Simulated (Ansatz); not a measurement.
tert-butanol (C4H10O), singlet, geometry from GFN2-xTB; BHLYP/STO-3G (Ansatz, an electronic-structure program).

Ansatz was given this input:
Ansatz 0.2 input:
```yaml
crystal:
  periodic: [false, false, false]
  atoms:
    - {symbol: C, position_ang: [-0.09595435, -1.37900221, -0.63235794]}
    - {symbol: C, position_ang: [-0.00858858, 0.00214056, 0.02848589]}
    - {symbol: C, position_ang: [-0.50866758, 1.07957765, -0.94154145]}
    - {symbol: C, position_ang: [1.42871705, 0.29720240, 0.45618667]}
    - {symbol: O, position_ang: [-0.78289461, 0.02189772, 1.21917324]}
    - {symbol: H, position_ang: [0.54676794, -1.42221073, -1.50718596]}
    - {symbol: H, position_ang: [0.21686821, -2.14623198, 0.07195239]}
    - {symbol: H, position_ang: [-1.11835375, -1.59064795, -0.94283205]}
    - {symbol: H, position_ang: [-0.48794541, 2.05242328, -0.45605771]}
    - {symbol: H, position_ang: [0.12084258, 1.11507526, -1.82626732]}
    - {symbol: H, position_ang: [-1.53138047, 0.86979942, -1.25225042]}
    - {symbol: H, position_ang: [2.08967227, 0.29979049, -0.40550846]}
    - {symbol: H, position_ang: [1.76209921, -0.45800822, 1.16245756]}
    - {symbol: H, position_ang: [1.47267483, 1.26612584, 0.94563571]}
    - {symbol: H, position_ang: [-1.70112776, -0.16080754, 0.99203142]}
basis:
  gaussian:
    orbitals: STO-3G
hamiltonian:
  xc: {name: BHLYP}
accuracy: high
```

The log (banner, timings and long lists left out):

```
Functional definition: BHLYP
795 factors; integrals over basis functions are off by at most 3.4e-9 eV
mean field evaluation 1: about -6273.8497 eV, gradient 2.0e1 eV
mean field evaluation 2: about -6274.7143 eV, gradient 1.2e1 eV
mean field evaluation 4: about -6275.1001 eV, gradient 2.3e-1 eV
mean field evaluation 8: about -6275.1952 eV, gradient 1.4e-3 eV
mean field evaluation 16: about -6275.1952 eV, gradient 6.1e-8 eV
mean field -6275.19520100 eV, -230.6091701568 hartree, gradient 6.1e-8 eV, S^2 0.000000; 0 other end points of the search recorded, 0 dependent functions left out
reference -6275.19522642 eV, -230.6091710909 hartree; 21, 21 occupied and 14, 14 virtual orbitals, 795 factors
Total energy: -6275.19522642 eV, -230.6091710909 hartree
```
